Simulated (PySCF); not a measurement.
## From computed data to an observable: chemical shift, span and skew from a shielding tensor

CH₆O₂Si₃, SMILES O=C1O[SiH2][Si@H]1[SiH3]. Atoms are numbered in the order given.

```xyz
12

O      0.3382     2.4669     0.0685
C      0.5706     1.2992     0.0168
O      1.6519     0.7141     0.6515
Si     1.6316    -0.9743     0.2476
Si    -0.3141    -0.2586    -0.8270
Si    -2.3833    -0.7270     0.1737
H      1.5437    -1.7939     1.4837
H      2.8426    -1.3401    -0.5315
H     -0.3662    -0.1817    -2.3146
H     -3.3819     0.3153    -0.1972
H     -2.1890    -0.7389     1.6515
H     -2.8708    -2.0645    -0.2729
```

The structure is a stationary point at B3LYP-D3(BJ)/def2-SVP. The structure was generated by enumeration; whether it is a known compound was not checked.

GIAO shieldings from HF/pcSseg-1 (PySCF), non-relativistic, no solvent. The symmetric part of the tensor of C2 has the principal values -118.2, 58.2, 71.7 ppm. The same nucleus in TMS has σ = 192.6 ppm at this level (PySCF, at its B3LYP-D3(BJ)/def2-TZVP geometry).

Question: Work out the isotropic shielding, the ¹³C shift against TMS, the span and the skew.

Answer: 
σ(iso) = (σ11 + σ22 + σ33)/3 = 3.9 ppm. δ = σ(ref) − σ(iso) = 192.6 − (3.9) = 188.7 ppm.
Span Ω = σ33 − σ11 = 189.9 ppm. Skew κ = 3(σ(iso) − σ22)/Ω = -0.86. Tumbling in solution averages the tensor to δ; in a static solid the shielding alone would spread this spin-1/2 line over Ω.
